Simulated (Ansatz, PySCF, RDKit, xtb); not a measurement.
Dimer: CH5N (SMILES CN) (first 7 atoms) with CH6Si (SMILES C[SiH3]); geometry from B3LYP-D3(BJ)/def2-TZVP, rigid monomers moved along the line of their centres of mass till H6···Si9 is 3.70 Å.
(charge 0, multiplicity 1):
```csv
atom,x (Å),y (Å),z (Å)
C,-0.9787,0.2707,0.0891
N,0.4280,0.1575,0.4703
H,-1.2348,-0.5492,-0.5836
H,-1.1271,1.2007,-0.4617
H,-1.6881,0.2560,0.9270
H,0.5962,-0.7062,0.9716
H,0.6962,0.9170,1.0842
C,1.5339,-0.2059,4.6984
Si,-0.3273,-0.0785,4.4983
H,1.8068,-1.1437,5.1857
H,1.9137,0.6139,5.3109
H,2.0424,-0.1681,3.7336
H,-0.8465,-1.1959,3.6731
H,-0.7009,1.1972,3.8412
H,-0.9912,-0.1313,5.8237
```

Monomers are frozen at their geometry in the pair; levels with a basis set take the counterpoise correction. Rows marked so take none.

Cores are frozen in the correlated methods. Rows in 3-21G, 6-31G* carry no dispersion term and start afresh at each structure (6-31G* with six Cartesian d functions). MP2/6-31G* freezes PySCF's default core.

The values were computed with Ansatz (Gaussian basis) for Hartree–Fock, density functionals and correlated methods; PySCF for 3-21G rows, 6-31G* rows, the dispersion terms; RDKit for the force fields; xtb for the GFN methods. Each number belongs to the level named beside it.

```csv
level,interaction energy (kcal/mol)
MMFF94,-0.61
GFN-FF,-1.01
GFN1-xTB,-1.50
HF/3-21G (no counterpoise),-1.15
BP86/6-31G* (no counterpoise),-0.52
r2SCAN/def2-TZVPPD,-0.78
r2SCAN-D3(BJ)/def2-TZVPPD,-1.34
MP2/6-31G* (no counterpoise),-1.58
MP2/aug-cc-pV(D+d)Z,…
```

Question: Complete the blanks.

Answer: 
- MP2/aug-cc-pV(D+d)Z, interaction energy (kcal/mol): -0.96

Ansatz is a quantum-chemistry and plane-wave program.
